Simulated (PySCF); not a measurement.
BH4OP, SMILES PBO.

Geometry: PBE0-D3(BJ)/def2-TZVP. Other conformers were not sampled.

Calculation: TDDFT-PBE0/def2-SVPD run with PySCF.

Vertical excitations. Isolated molecule, no solvent.

Question: List the lowest excited states. (Estimate from the structure and the level; the computed values follow.)

Answer: 
| state | energy (eV) | λ (nm) | f | main pairs |
|---|---|---|---|---|
| S1 | 5.58 | 222 | 0.050 | HOMO→LUMO 90 % |
| S2 | 6.11 | 203 | 0.022 | HOMO→LUMO+1 95 % |
| S3 | 6.75 | 184 | 0.024 | HOMO→LUMO+2 59 %, HOMO−1→LUMO 35 % |
| S4 | 6.84 | 181 | 0.063 | HOMO−1→LUMO 55 %, HOMO→LUMO+2 35 % |
| S5 | 7.56 | 164 | 0.045 | HOMO→LUMO+3 93 % |
| S6 | 7.66 | 162 | 0.018 | HOMO−1→LUMO+1 71 %, HOMO→LUMO+4 22 % |
| S7 | 7.84 | 158 | 0.177 | HOMO→LUMO+4 66 %, HOMO−1→LUMO+1 22 % |
| S8 | 8.05 | 154 | 0.037 | HOMO→LUMO+5 90 % |
| S9 | 8.44 | 147 | 0.019 | HOMO−2→LUMO 61 %, HOMO−1→LUMO+2 34 % |
| S10 | 8.61 | 144 | 0.041 | HOMO−1→LUMO+2 50 %, HOMO−2→LUMO 30 % |
| T1 | 4.56 | 272 | 0 | HOMO→LUMO 96 % |
| T2 | 5.59 | 222 | 0 | HOMO→LUMO+1 56 %, HOMO→LUMO+2 35 % |
| T3 | 5.95 | 208 | 0 | HOMO→LUMO+2 39 %, HOMO−1→LUMO 30 %, HOMO→LUMO+1 21 % |
| T4 | 6.14 | 202 | 0 | HOMO−1→LUMO 65 %, HOMO→LUMO+2 17 %, HOMO→LUMO+1 12 % |
Triplets are in the Tamm–Dancoff approximation, which puts them higher than full response would, so one can lie above its singlet here.
